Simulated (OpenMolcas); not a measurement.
**Pm3+ in Cs2NaYBr6: curves along the breathing mode**

Pm3+ with its 6 nearest bromide ions, on the Y site of Cs2NaYBr6 (a = 11.3047 Å, distance in the model lattice 2.765 Å). The rest of the host is ab initio model potentials to 7.6 Å, with orthogonalisation functions on the cations behind the ligands, and point charges beyond; the distance is set by hand and nothing relaxes. Ligand basis ANO-RCC-VDZP.

```yaml
Program: OpenMolcas
Method: CASSCF
Basis: ANO-RCC-VDZP [7s6p4d2f1g]
Scalar_Hamiltonian: DKH2, point nucleus
Active_space: 4 electrons in 7 orbitals (4f)
State_averaging: 2S+1 = 5 even, 35 roots (32 in the spin-orbit step); 2S+1 = 3 even, 117 roots kept (CI in the orbitals of an earlier block, 106 in the spin-orbit step); 2S+1 = 1 even, 75 roots kept (CI in the orbitals of an earlier block, 31 in the spin-orbit step)
Spin-orbit_coupling: state interaction with AMFI integrals over the reference wave functions
```

Spin-free energies (labels of O, the rotations of Oh) in cm-1 above the lowest fitted minimum, as all ligands move together:

```csv
R (Å),5T2,5A1,5T1,5E,5T2(2),5A2,5A2(2)
2.652,8750,8810,8840,9050,9160,9290,23610
2.715,3150,3190,3220,3400,3500,3610,18040
2.777,450,490,510,680,760,860,15370
2.84,220,250,270,420,490,570,15160
2.902,2180,2200,2220,2350,2410,2480,17140
2.965,6200,6210,6230,6350,6400,6470,21180
3.027,12030,12040,12060,12170,12210,12260,27030
```

Cubic fits give the following; the wavenumber is harmonic, with the mass of all moving ligands, small differences in it between states hang on the degree of the fit, a number in brackets counts states of one label, and the table is a selection of at most 14 states with clean curves.

```csv
State,R0 (Å),Breathing mode (cm-1),Minimum (cm-1)
5T2,2.815,206,0
5A1,2.815,206,30
5T1,2.815,206,50
5E,2.816,206,210
5T2(2),2.816,206,280
5A2,2.816,206,370
5A2(2),2.814,206,14930
5T2(3),2.815,206,15040
5A1(2),2.815,206,15100
5T1(2),2.815,206,15260
3T1,2.815,206,17950
3T2,2.815,206,17960
3A2,2.815,206,17990
3T2(2),2.815,206,18020
```

For an f ion spin-orbit coupling outweighs the ligand field, so these spin-free curves are not those of observable levels.

High states are left out of the spin-orbit mixing, which shifts the levels that they would mix with. Without dynamic correlation the ligand-field splitting of an f shell can come out too small, at times by half. No measured value stands beside these numbers.
